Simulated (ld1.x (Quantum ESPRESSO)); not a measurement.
## Which change was made? (Si, TM)

ld1.x (Quantum ESPRESSO) 7.5 input, shortened:

```
&input
   title='Si', zed=14., rel=1, dft='PBE', iswitch=3,
   config='[Ne] 3s2 3p2'
 /
 &inputp
   pseudotype=2, tm=.true., lloc=0,
   nlcc=.true., new_core_ps=.true.
 /
2
3P  2  1   2.00   0.00  2.30  2.30  0.0
3S  1  0   2.00   0.00  1.30  1.30  0.0
 &test
   configts(1)='3s2 3p2'
 /
```

Cutoffs, loose and tight: the cutoffs (Ry, on a coarse ladder) from which the occupation-weighted sum of valence levels, in a spherical-Bessel basis at the reference potential, stays within 10 and 1 mRy of its value at 400 Ry. They do not see the model core or the augmentation charge, which bear on the density cutoff. Test errors are all-electron minus pseudo excitation energies from the reference, over the configurations 3s2 3p1; 3s2 3p0; 3s1 3p0; 3s1 3p3; 3s1 3p2; 3s0 3p4; 3s2 3p2.3; variants that change the core or the reference have their own tests.

The base gives: outcome: generated; cutoff, loose: 40 Ry; cutoff, tight: 90 Ry; bound ghosts: none; largest test error (meV): +62.

**Question.** After one change the result is: outcome: generated; cutoff, loose: 90 Ry; cutoff, tight: 260 Ry; bound ghosts: none; largest test error (meV): +145. Which change was it?
A. all radii but the core radius scaled by about 0.84 (s 1.10, p 1.94 bohr)
B. all radii but the core radius scaled by about 0.77 (s 1.00, p 1.76 bohr)
C. all radii but the core radius scaled by about 1.24 (s 1.62, p 2.86 bohr)
D. all radii but the core radius scaled by about 1.37 (s 1.78, p 3.16 bohr)

**Answer.** A. The others give: all radii but the core radius scaled by about 0.77 (s 1.00, p 1.76 bohr) → outcome: generated; cutoff, loose: 200 Ry; cutoff, tight: over 300 Ry; bound ghosts: none; largest test error (meV): +274 | all radii but the core radius scaled by about 1.37 (s 1.78, p 3.16 bohr) → outcome: generated; cutoff, loose: 15 Ry; cutoff, tight: 35 Ry; bound ghosts: none; largest test error (meV): +16 | all radii but the core radius scaled by about 1.24 (s 1.62, p 2.86 bohr) → outcome: generated; cutoff, loose: 15 Ry; cutoff, tight: 40 Ry; bound ghosts: none; largest test error (meV): +22.
